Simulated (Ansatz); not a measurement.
RuPt₃⁻, relaxed as a quartet with UKS r2SCAN-D4/def2-SVPD in Ansatz, starting from the r2SCAN-D4/def2-SVPD geometry of the charge -1 doublet. Force threshold 0.02 eV/Å.

In the def2 sets Pt, Ru take a core potential; there is no spin–orbit coupling. The charge -1 quartet is spin-contaminated (final ⟨S²⟩ up to 4.26, 3.75 for a pure state). The structure comes from a short search, and lower isomers may exist.

Start:

| atom | x (Å) | y (Å) | z (Å) |
| --- | --- | --- | --- |
| Pt1 | 0.383 | -0.166 | 2.186 |
| Pt2 | -0.153 | 0.305 | -2.196 |
| Pt3 | -1.304 | -0.182 | 0.141 |
| Ru4 | 1.073 | 0.043 | -0.131 |

| step | energy (eV) | largest force component (eV/Å) | SCF passes |
| --- | --- | --- | --- |
| 1 | -12331.9716 | 0.071 | 151 |
| 2 | -12331.9728 | 0.047 | 60 |
| 3 | -12331.9735 | 0.040 | 65 |
| 4 | -12331.9736 | 0.005 | 54 |

Force components are those of the run's own axes.

End:

Cartesian coordinates in Å:
```
Pt 0.380 -0.197 2.187
Pt -0.150 0.276 -2.208
Pt -1.303 -0.158 0.152
Ru 1.073 0.079 -0.132
```

By distances, no bond broke or formed. The bond that changes most is Pt2–Pt3, from 2.65 to 2.66 Å (atoms count from 1).

No frequencies were taken in this run, so the end may be a saddle point.

Hardware: 4 threads of Arm Neoverse N1 on a shared host. Wall time 83 s.
